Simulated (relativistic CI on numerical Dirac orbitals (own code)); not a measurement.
## Spin-allowed bands of a d7 ion in a tetrahedral site, by hand

Problem. A d7 ion in a tetrahedral site has a 4A2 ground term and spin-allowed bands at ν1 = 8950 and ν2 = 14445 cm⁻¹ (from a computed ligand-field model). Find Δ and the Racah parameter B, and predict the third band.

Working.
1. The F term splits into A2 (−1.2Δ), T2 (−0.2Δ) and T1 (+0.6Δ), so ν1 = E(T2) − E(A2) = Δ = 8950 cm⁻¹.
2. T1(F) mixes with T1(P), which lies at 15B, through an element 0.4Δ. The two roots, counted from A2, are ν2,3 = ½(15B + 3Δ) ∓ ½√[(15B − Δ)² + 12BΔ].
3. Solving the lower root for B gives B = (2ν1² + ν2² − 3ν1ν2)/(15ν2 − 27ν1) = -18985225/-24975 = 760 cm⁻¹.
4. The sum of the roots is 15B + 3Δ, so ν3 = 15B + 3ν1 − ν2 = 23808 cm⁻¹ (420 nm).

Check. The bands were computed by exact diagonalisation of the d7 shell with B = 760 and Δ = 8950 cm⁻¹, which gives ν3 = 23805 cm⁻¹. C does not enter the terms of highest spin.
